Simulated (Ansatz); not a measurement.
`C[NH][AlH][OH]` + HCl → `[OH][AlH][Cl]` + CH₃NH₂ at 500 K and 1 bar (ligand exchange at the Al–N bond).

Calculated with Ansatz (gas phase, PBE0-D4/def2-TZVP geometries, no zero-point term in ΔE). CCSD(T)/CBS adds triple-zeta CCSD(T) − MP2 to the extrapolated MP2 energy (def2 sets, frozen cores). This one scheme is used for every species. Each species was taken in one conformer, which may not be the lowest.

| species | CCSD(T)/CBS energy (Eh) | H − E (kJ/mol) | S (J/(mol·K)) |
| --- | --- | --- | --- |
| `C[NH][AlH][OH]` | -413.63722 | 239.9 | 386.9 |
| HCl | -460.38127 | 32.5 | 201.9 |
| `[OH][AlH][Cl]` | -778.29577 | 87.7 | 327.6 |
| CH₃NH₂ | -95.75281 | 191.8 | 270.3 |

H − E and S are ideal-gas, rigid-rotor, harmonic terms from PBE0-D4/def2-TZVP, for one conformer and one mirror image of each species. 1 Eh = 2625.50 kJ/mol, R = 8.31446 J/(mol·K).

Task: By hand: ΔE, ΔH, ΔS and ΔG.

Result: ΔE = (-778.29577) + (-95.75281) − (-413.63722) − (-460.38127) = -0.03009 Eh = -79.0 kJ/mol. Δ(H − E) = 87.7 + 191.8 − 239.9 − 32.5 = 7.1, so ΔH = -71.9 kJ/mol. ΔS = 327.6 + 270.3 − 386.9 − 201.9 = 9.1 J/(mol·K). ΔG = -71.9 − 500 × (9.1)/1000 = -76.5 kJ/mol.

Task: By hand: the equilibrium constant, and the temperature at which ΔG would vanish if ΔH and ΔS stayed fixed.

Result: log₁₀ K = −ΔG/(RT ln 10) = 8.0. ΔH and −TΔS have one sign here, so there is no such temperature.

The number of gas molecules stays the same, so ΔS is small and ΔH decides. A doubt of 5 kJ/mol in ΔE shifts log₁₀ K by 0.5 here. Other conformers and mirror images would add mixing entropy, several J/(mol·K) or more a flexible species. These are equilibria of isolated gas molecules and say nothing of rates. Largest T1 diagnostic: 0.011 (customary marks: 0.02 for closed shells, 0.045 for open ones).

ΔS is within the doubt of such terms, so its sign, and with it that verdict, could turn.
